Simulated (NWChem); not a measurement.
System: SnSe, singlet; SMILES [Sn]=[Se]

Here is an NWChem input.

```
start job
memory heap 200 mb stack 900 mb global 1100 mb
geometry units angstroms noautosym nocenter noautoz
  Sn     0.000000     0.000000    -0.946365
  Se     0.000000     0.000000     1.391610
end
basis spherical
  * library def2-svpd
end
ecp
  Sn library def2-ecp
end
dft
  xc pbe0
  iterations 150
end
property
  response 1 0.0428
end
task dft property
```

Low-valent species are run as closed-shell singlets; no triplet was tried in these runs. The geometry was optimised at PBE0/def2-SVP. def2 effective core potentials on Sn; no spin-orbit coupling.

Field at 1065 nm.

Q: Give the results of this calculation. (PBE0/def2-SVPD with def2 effective core potentials on Sn.) Quantities: isotropic polarisability (bohr³); anisotropy (bohr³).

A: 
```yaml
isotropic polarisability (bohr³): 75.5
anisotropy (bohr³): 48.9
```
